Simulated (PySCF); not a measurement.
Match each property card to its molecule.

Structures:
1. `C[C@]12C=C[C@H]1C=C2`
2. `FC(F)C(F)F`
3. `C=C[C@H](OCF)C(F)F`
4. `CC(C)(Cl)CC(=O)O`

Card P (geometry GFN2-xTB):
* Rotational constants A, B, C: 4.033, 3.527, 2.484 GHz
* Static isotropic polarisability (CAM-B3LYP/def2-SVPD): 72.5 au
* Strongest line among the 8 lowest singlet transitions (TDDFT CAM-B3LYP/def2-SVPD): S7 at 7.38 eV (168 nm, f = 0.056)
* Lowest singlet excitation (TDDFT CAM-B3LYP/def2-SVPD): 5.49 eV (226 nm, f = 0.000)
* HOMO energy (CAM-B3LYP/def2-SVPD): -8.18 eV

Card Q (geometry GFN2-xTB):
* Rotational constants A, B, C: 3.065, 1.006, 0.908 GHz
* Static isotropic polarisability (PBE0/def2-SVPD): 81.3 au
* Strongest line among the 6 lowest singlet transitions (TDDFT PBE0/def2-SVPD): S6 at 7.48 eV (166 nm, f = 0.083)
* Isotropic shieldings of nuclei other than C and H, by class (GIAO PBE0/pcSseg-1): -98 (1 O), 122 (1 O), 660 (1 Cl) ppm
* Lowest singlet excitation (TDDFT PBE0/def2-SVPD): 5.90 eV (210 nm, f = 0.000)
* Dipole moment (PBE0/def2-SVPD): 1.87 D

Card R (geometry GFN2-xTB):
* Rotational constants A, B, C: 5.249, 3.057, 2.044 GHz
* Static isotropic polarisability (CAM-B3LYP/def2-SVPD): 30.4 au
* HOMO energy (CAM-B3LYP/def2-SVPD): -11.62 eV
* Strongest line among the 8 lowest singlet transitions (TDDFT CAM-B3LYP/def2-SVPD): S4 at 10.58 eV (117 nm, f = 0.115)
* Lowest triplet excitation (Tamm–Dancoff) (TDA CAM-B3LYP/def2-SVPD): 9.05 eV
* Dipole moment (CAM-B3LYP/def2-SVPD): 0.00 D by symmetry (numerical residue 0.01 D)
* Point group: C2h

Card S (geometry GFN2-xTB):
- Rotational constants A, B, C: 2.441, 1.051, 0.878 GHz
- Static isotropic polarisability (CAM-B3LYP/def2-SVPD): 67.9 au
- Isotropic shieldings of nuclei other than C and H, by class (GIAO PBE0/pcSseg-1): 220 (1 O), 309 (1 F), 323 (1 F), 332 (1 F) ppm
- Dipole moment (CAM-B3LYP/def2-SVPD): 2.54 D
- Lowest singlet excitation (TDDFT CAM-B3LYP/def2-SVPD): 7.46 eV (166 nm, f = 0.311)

Each SMILES stands for a single optimised conformer of the isolated species, non-relativistic unless stated; the electronic structure was computed with PySCF and density fitting. NMR classes are plain means over equivalent atoms (diastereotopic ones count apart unless rotation or inversion swaps them), as if these changed places fast.

**Question.** Which card belongs to which structure?

**Answer.** P = 1, Q = 4, R = 2, S = 3. What ties each card to its structure:
- 1 (card P), C7H8, monoisotopic mass 92.1 u, 7 heavy atoms: an asymmetric top with C = 2.484 GHz, the highest such constant on the cards; polarisability 72.5 au for 50 electrons.
- 2 (card R), C2H2F4, monoisotopic mass 102.0 u, 6 heavy atoms: point group C2h; an asymmetric top with C = 2.044 GHz; polarisability 30.4 au for 50 electrons; a dipole under 0.05 D.
- 3 (card S), C5H7F3O, monoisotopic mass 140.0 u, 9 heavy atoms: an asymmetric top with C = 0.878 GHz, the lowest such constant on the cards; polarisability 67.9 au for 72 electrons; dipole 2.54 D.
- 4 (card Q), C5H9ClO2, monoisotopic mass 136.0 u, 8 heavy atoms: an asymmetric top with C = 0.908 GHz; polarisability 81.3 au for 72 electrons; dipole 1.87 D.
